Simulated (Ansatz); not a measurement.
`C[Si](F)(F)N=C=O` + HI → `C[Si](F)(F)I` + `N=C=O`  (ligand exchange at the Si–N bond)

Computed with Ansatz on PBE0-D4/def2-TZVP structures; ΔE is electronic, products minus reactants. CCSD(T)/CBS adds triple-zeta CCSD(T) − MP2 to the extrapolated MP2 energy (def2 sets, frozen cores). This one scheme is used for every species. DFT in def2-TZVPP. B3LYP here is the variant with VWN-RPA as its local correlation; programs differ in this. HSE06 is defined as in plane-wave codes. Elements past krypton have def2 core potentials. For I outer-core shells are correlated without core-valence functions, which leaves a few kJ/mol of doubt a bond. One conformer a species, not always the lowest.

`C[Si](F)(F)N=C=O`:

```xyz
10

C     0.544    0.631   -1.399
Si   -0.628   -0.093   -0.195
F    -1.854    0.877    0.056
F    -1.234   -1.451   -0.740
N     0.107   -0.406    1.295
C     0.254   -0.779    2.422
O     0.441   -1.127    3.513
H     0.946    1.573   -1.021
H     0.046    0.826   -2.351
H     1.377   -0.051   -1.579
```

HI:

Z-matrix (Å, degrees):
```
I
H 1 1.610
```

`C[Si](F)(F)I`:

Z-matrix (Å, degrees):
```
C
Si 1 1.836
H 1 1.091 2 110.4
H 1 1.093 2 109.7 3 120.0
H 1 1.091 2 110.4 3 -120.1
F 2 1.585 1 110.5 3 -178.8
F 2 1.585 1 110.5 3 -61.3
I 2 2.419 1 113.1 3 59.9
```

`N=C=O`:

Cartesian coordinates in Å:
```
N 0.295 0.422 -0.567
C -0.373 -0.067 0.313
O -1.108 -0.434 1.133
H 1.186 0.080 -0.879
```

Q: Is it downhill or uphill in electronic energy at CCSD(T)/CBS, and by how much? (Estimate.)

A: Computed: Uphill: ΔE = +0.24 eV.

Q: What do these levels give: LDA (SPW92), revPBE-D4, B3LYP-D4, CAM-B3LYP-D4, PBE-QIDH, PBE, HSE06, CAM-B3LYP, CCSD/def2-SVP, HF/def2-TZVPP, MP2/def2-TZVPP, CCSD/def2-TZVPP? (Estimate.)

A: Ansatz gave: LDA (SPW92) 0.21, revPBE-D4 0.14, B3LYP-D4 0.28, CAM-B3LYP-D4 0.35, PBE-QIDH 0.25, PBE 0.14, HSE06 0.20, CAM-B3LYP 0.37, CCSD/def2-SVP 0.44, HF/def2-TZVPP 0.48, MP2/def2-TZVPP 0.26, CCSD/def2-TZVPP 0.36 eV.

Q: What do rigid-rotor, harmonic-oscillator terms from PBE0-D4/def2-TZVP frequencies (298.15 K, 1 bar) make of the CCSD(T)/CBS value? (An estimate is asked.)

A: Computed: ΔZPE = +0.08 eV, ΔH = +0.30 eV, ΔS = -5 J/(mol·K), ΔG = +0.31 eV. Modes under 50 cm⁻¹ make the entropy rough.

Largest T1 diagnostic among the species: 0.018.

In def2-TZVPP, CCSD(T) changes the Hartree–Fock value by −0.15 eV (the triples alone add −0.04 eV) and MP2 by −0.22 eV. From PBE to PBE0 (25 % exact exchange), in def2-TZVPP and without D4, ΔE moves by +0.07 eV.
